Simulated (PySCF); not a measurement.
Level of theory: PBE-D3(BJ)/def2-TZVP // PBE0-D4/def2-TZVP in PySCF. Isolated molecules, 0 K electronic values unless said otherwise. One relaxed conformer stands for a flexible species; it need not be the lowest. Delta-SCF ions had no search for a lower state. Excitations are Tamm–Dancoff values on a coarser integration grid. The basis has no diffuse functions, so Rydberg states are missing or too high.

Reference species (SMILES): `C=C(N)C(=C)B` (neutral, multiplicity 1).

```json
{
  "vertical ionisation energy (Delta-SCF)": "8.08 eV",
  "T1 excitation (TDA)": "2.02 eV",
  "S1 oscillator strength": "0.041",
  "S1–T1 gap (TDA)": "0.61 eV"
}
```

Changed species: `B/C(N)=C\C=C`.

Question: Predict the effect on the vertical ionisation energy (Delta-SCF), T1 excitation (TDA), S1 oscillator strength and S1–T1 gap (TDA).

Answer: the vertical ionisation energy (Delta-SCF) falls by 0.47 eV, to 7.61 eV; the T1 excitation (TDA) falls by 0.51 eV, to 1.51 eV; the S1 oscillator strength rises by 0.178, to 0.219; the S1–T1 gap (TDA) rises by 1.00 eV, to 1.61 eV.
